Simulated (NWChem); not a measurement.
System: GeHCl$_{3}$; SMILES [GeH]([Cl])([Cl])[Cl]

Input file for NWChem:

```
start job
memory heap 200 mb stack 900 mb global 1100 mb
geometry units angstroms noautosym nocenter noautoz
  Ge     0.000000     0.000000     0.435165
  Cl    -0.489539     1.941094    -0.312842
  Cl     1.925806    -0.546594    -0.312842
  Cl    -1.436267    -1.394500    -0.312842
  H      0.000000     0.000000     1.961595
end
basis spherical
  Ge library def2-svp
  Cl library def2-svp
  H library def2-svp
end
dft
  xc b3lyp
  iterations 150
end
property
  response 1 0.0773
end
task dft property
```

Coordinates come from a PBE0/def2-SVP optimisation.

Field at 589 nm.

Q: Give the results of this calculation. (B3LYP/def2-SVP.) Quantities: isotropic polarisability (bohr³); anisotropy (bohr³).

A: 
| Property | Result |
|---|---|
| isotropic polarisability (bohr³) | 52.4 |
| anisotropy (bohr³) | 14.4 |
